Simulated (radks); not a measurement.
Values are calculated unless marked as measured or tabulated.
These are the eigenvalues of the occupied orbitals of an atom or ion with whole-number occupations (hartree). Level of theory: scalar-relativistic Kohn-Sham, SCAN, spin-unpolarised, spherical densities, finite nucleus; meta-GGA in the generalised Kohn-Sham scheme; Fermi nuclear charge, rms radius of each element as measured or else 0.836 A^(1/3) + 0.57 fm (a radial shooting solver on a logarithmic mesh with Libxc functionals).

1s: -88.91334
2s: -7.96335
2p: -5.85832
3s: -0.66195
3p: -0.26556

Which element is it, and in what charge state? The configuration may be excited.

Answer. Z = 16, sulfur, charge 0: S in [Ne] 3s2 3p4. The list shows which subshells hold electrons but not how many an open one holds; the 1s level, -88.913 hartree, gives Z - s = 13.3 by -(Z - s)^2/2, which with screening and relativity narrows Z to a few neighbours, and the depths of the outer levels then fix element, charge and occupations together.
